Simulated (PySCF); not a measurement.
## H3Al, SMILES `[AlH3]` (charge 0, multiplicity 1)

The numbers are results of PBE-D3(BJ)/def2-TZVP run with PySCF, not measurements.

| Item | Result |
|---|---|
| HOMO | -7.29 eV |
| dipole moment | 0.00 D |
| LUMO | -2.54 eV |
| HOMO–LUMO gap | 4.75 eV |
| total energy | -244.0517 Ha |
| cost | very roughly 50 core-seconds |

```xyz
4

Al     0.0000     0.0000    -0.0001
H      1.5813    -0.2120    -0.0037
H     -0.9743    -1.2635     0.0014
H     -0.6071     1.4755     0.0023
```
